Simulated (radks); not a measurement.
The numbers below are computed, except where a source is named.
Problem. All-electron atom: the zinc ion Zn3+ in [Ar] 3d8.5 4d0.5 (fractional occupations, a model configuration). Level of theory: Dirac Kohn-Sham, RPBE, spin-unpolarised, spherical densities, finite nucleus; open shells are shared between the two j in proportion to 2j + 1; Fermi nuclear charge, rms radius 3.9283 fm (a radial shooting solver on a logarithmic mesh with Libxc functionals). Some entries of the table are withheld. Estimate them.

| orbital | occ. | eigenvalue (hartree) | <r> (bohr) | r(max) (bohr) |
|---|---|---|---|---|
| 1s1/2 | 2 | -351.8333 | 0.05030 | 0.03290 |
| 2s1/2 | 2 | -44.40026 | 0.2259 | 0.1893 |
| 2p1/2 | 2 | -39.30818 | (1) | 0.1502 |
| 2p3/2 | 4 | -38.43118 | (2) | 0.1530 |
| 3s1/2 | 2 | (3) | 0.6748 | 0.5867 |
| 3p1/2 | 2 | -4.91688 | 0.6953 | 0.5847 |
| 3p3/2 | 4 | -4.80150 | 0.7052 | 0.5926 |
| 3d3/2 | 3.4 | -2.09988 | 0.7948 | (4) |
| 3d5/2 | 5.1 | -2.08479 | 0.7992 | (5) |
| 4s1/2 | 0 | -1.40519 | 1.971 | 1.740 |
| 4p1/2 | 0 | -1.07382 | 2.268 | 1.985 |
| 4p3/2 | 0 | -1.06279 | 2.291 | 2.007 |
| 4d3/2 | 0.2 | -0.62724 | 3.234 | 2.855 |
| 4d5/2 | 0.3 | -0.62612 | 3.241 | 2.862 |
| 4f5/2 | 0 | (6) | 4.778 | (7) |
| 4f7/2 | 0 | (8) | 4.778 | (9) |

Solution. 
(1) 2p1/2 <r> (bohr): 0.1959
(2) 2p3/2 <r> (bohr): 0.1993
(3) 3s1/2 eigenvalue (hartree): -6.53713
(4) 3d3/2 r(max) (bohr): 0.5541
(5) 3d5/2 r(max) (bohr): 0.5568
(6) 4f5/2 eigenvalue (hartree): -0.36709
(7) 4f5/2 r(max) (bohr): 4.318
(8) 4f7/2 eigenvalue (hartree): -0.36708
(9) 4f7/2 r(max) (bohr): 4.318
